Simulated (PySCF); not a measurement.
## How methods differ on the excitation energy of I

I [Kr] 4d10 5s2 5p5 (2P) → I [Kr] 4d10 5s1 5p5 5d1 (high-spin determinant), as a difference of total energies. All numbers are calculated (PySCF 2.14, the non-relativistic Hamiltonian (point nucleus), in dyall-av2z). Correlated levels: valence: [Kr] 4d10 frozen; virtual orbitals above 40 to 60 times the deepest correlated orbital energy dropped. The calculations carry no spin-orbit coupling.

| method | excitation energy (eV) |
| --- | --- |
| UHF | 19.117 |
| MP2 (valence) | 18.840 |
| SCS-MP2 (valence) | 18.705 |
| CCSD (valence) | 17.628 |
| CCSD(T) (valence) | 17.134 |

Question: How much does correlation contribute at CCSD(T) (valence)?

Answer: 17.134 − (19.117) = -1.983 eV, measured against UHF.

The upper state lies above the first ionisation limit, where it may autoionise and the basis confines it.

The promoted electron is Rydberg-like, and one or two diffuse shells describe it only roughly, which tends to raise the upper state.

The coupled-cluster amplitudes are large for the upper state (T1 above 0.03 or a double amplitude above 0.15), so a single reference is strained.

The determinant of the upper state mixes LS terms, which raises its energy above the lowest term, most at the Hartree-Fock and MP2 levels.
